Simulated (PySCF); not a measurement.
# Working out the ionisation energy of Ga¹⁶⁺

Ga¹⁶⁺ [Ne] 3s2 3p3 (4S) → Ga¹⁷⁺ [Ne] 3s2 3p2 (3P). All numbers are calculated (PySCF 2.14, scalar relativity by spin-free X2C-1e, in an even-tempered Gaussian basis (18 s from 1.4 bohr⁻², ratio 2.5; 12 p from 1.8 bohr⁻², ratio 2.5; 5 d from 8.7 bohr⁻², ratio 2.7; 4 f from 13 bohr⁻², ratio 2.7)). Frozen: 1s2; the 22 highest virtual orbitals dropped. Energies in hartree (1 hartree = 27.21139 eV):

| part | Ga¹⁶⁺ (lower) | Ga¹⁷⁺ (upper) |
| --- | --- | --- |
| UHF | -1811.711101 | -1789.765181 |
| MP2 opposite-spin | -0.343245 | -0.337594 |
| MP2 same-spin | -0.130620 | -0.115888 |

Q: What does Hartree-Fock give?

A: (-1789.765181) − (-1811.711101) = 21.945920 hartree = 597.179 eV.

Q: What do MP2 and SCS-MP2 (6/5 opposite-spin, 1/3 same-spin) give?

A: The opposite-spin parts differ by 0.154 eV and the same-spin parts by 0.401 eV. MP2: 597.179 + (0.154) + (0.401) = 597.734 eV. SCS-MP2: 597.179 + 1.2 × (0.154) + (0.401)/3 = 597.497 eV.

Reference: 599.8 ± 1.4 eV (semi-empirical (NIST evaluation); NIST Atomic Spectra Database, ionization energies), between the lowest levels; spin-orbit coupling is absent from the calculation.

What remains against the reference includes basis incompleteness, the frozen core and correlation beyond second order.
